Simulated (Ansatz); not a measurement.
Two members of one family (Series SiH2X2), computed with Ansatz in the gas phase. The two geometries come from different levels. Binding counts from free atoms in the multiplicity of their measured ground term, without zero-point energy. The structures are stationary points that may keep the symmetry of their start.

First: Si(CCH)2H2 (singlet, charge 0, PBE0-D4/def2-SVP geometry).

Cartesian coordinates in Å:
```
Si 0.562 -0.056 0.769
C 1.026 0.736 -0.817
C 1.342 1.263 -1.866
H 1.620 1.729 -2.795
C -1.142 -0.724 0.658
C -2.271 -1.170 0.593
H -3.270 -1.564 0.534
H 0.624 0.954 1.862
H 1.509 -1.168 1.061
```

```json
{"level": "LDA (SPW92)/def2-TZVP", "HOMO (eV)": "-7.15", "LUMO (eV)": "-1.69", "gap (eV)": "5.46", "binding per atom (eV)": "5.04"}
{"level": "PBE-D4/def2-SVP", "HOMO (eV)": "-6.89", "LUMO (eV)": "-1.26", "gap (eV)": "5.62", "binding per atom (eV)": "4.56"}
{"level": "r2SCAN-D4/def2-TZVP", "HOMO (eV)": "-7.25", "LUMO (eV)": "-1.25", "gap (eV)": "6.01", "binding per atom (eV)": "4.44"}
{"level": "PBE0-D4/def2-SVP", "HOMO (eV)": "-8.13", "LUMO (eV)": "-0.34", "gap (eV)": "7.80", "binding per atom (eV)": "4.46"}
{"level": "BHLYP-D4/def2-TZVP", "HOMO (eV)": "-9.26", "LUMO (eV)": "0.55", "gap (eV)": "9.81", "binding per atom (eV)": "4.28"}
```

Second: Si(NH2)2H2 (singlet, charge 0, PBE-D4/def2-TZVP geometry).

```xyz
9

Si   -0.062   -0.378   -0.395
N    -0.547    1.276   -0.487
H    -1.226    1.654    0.166
H    -0.603    1.732   -1.393
N     0.654   -0.634    1.154
H     1.483   -0.119    1.436
H     0.624   -1.557    1.575
H     0.811   -0.545   -1.606
H    -1.135   -1.427   -0.449
```

Task: Estimate the same table for the second.

Result: 
```csv
level,HOMO (eV),LUMO (eV),gap (eV),binding per atom (eV)
LDA (SPW92)/def2-TZVP,-5.92,-0.01,5.92,3.89
PBE-D4/def2-SVP,-5.48,0.85,6.34,3.43
r2SCAN-D4/def2-TZVP,-6.13,0.76,6.88,3.41
PBE0-D4/def2-SVP,-6.97,1.77,8.73,3.37
BHLYP-D4/def2-TZVP,-8.57,1.64,10.21,3.36
```
